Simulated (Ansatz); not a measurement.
Geometry optimisation, Ansatz, RKS B3LYP/def2-SVP.

The input (input.yaml):

```yaml
crystal:
  periodic: [false, false, false]
  atoms:
    - { symbol: Ti, position_ang: [0.0, 0.0, 0.0] }
    - { symbol: "N", position_ang: [0.0, 0.0, 2.06] }
    - { symbol: H, position_ang: [-0.877, -0.2713, 2.59] }
    - { symbol: H, position_ang: [0.877, 0.2713, 2.59] }
    - { symbol: "N", position_ang: [1.9426, 0.0, -0.686] }
    - { symbol: H, position_ang: [2.4408, -0.918, -0.8667] }
    - { symbol: H, position_ang: [2.4438, 0.918, -0.8582] }
    - { symbol: Cl, position_ang: [-1.1163, 1.9339, -0.7892] }
    - { symbol: Cl, position_ang: [-1.1163, -1.9339, -0.7892] }
basis:
  gaussian: { orbitals: def2-SVP }
hamiltonian:
  xc: b3lyp
relax:
  f_tol: 0.02
  max_steps: 40
```

Launched with:

```bash
$ ansatz run input.yaml --threads 2 --pin off --max-ram 3072MiB --backend cpu --events-out ev --progress --plain --runs-dir out
```

**Question.** Where does it end, and by what steps?

**Answer.** The run converged. After 7 steps the energy has fallen by 1.389 eV; H3 moved furthest, 0.30 Å.

```json
{"step": "0", "energy less start (eV)": "0.0000", "largest force component (eV/Å)": "2.481", "accepted": "yes"}
{"step": "1", "energy less start (eV)": "-1.3120", "largest force component (eV/Å)": "0.746", "accepted": "yes"}
{"step": "2", "energy less start (eV)": "-1.3705", "largest force component (eV/Å)": "0.705", "accepted": "yes"}
{"step": "3", "energy less start (eV)": "-1.3857", "largest force component (eV/Å)": "0.247", "accepted": "yes"}
{"step": "4", "energy less start (eV)": "-1.3881", "largest force component (eV/Å)": "0.049", "accepted": "yes"}
{"step": "5", "energy less start (eV)": "-1.3882", "largest force component (eV/Å)": "0.048", "accepted": "yes"}
{"step": "6", "energy less start (eV)": "-1.3865", "largest force component (eV/Å)": "0.376", "accepted": "no"}
{"step": "7", "energy less start (eV)": "-1.3885", "largest force component (eV/Å)": "0.017", "accepted": "yes"}
```

```xyz
9
Properties=species:S:1:pos:R:3
Ti 0.012 -0.010 0.003
N 0.062 -0.006 1.860
H -0.787 -0.031 2.426
H 0.890 0.020 2.452
N 1.781 0.023 -0.534
H 2.328 -0.809 -0.756
H 2.284 0.870 -0.799
Cl -1.017 1.827 -0.709
Cl -0.958 -1.884 -0.693
```

Whether the end is a true minimum wasn't checked by a vibrational analysis.

Time of the run: 22 s on 2 threads of Intel(R) Xeon(R) 6975P-C (Granite Rapids), on a shared host, peak memory 0.32 GiB.
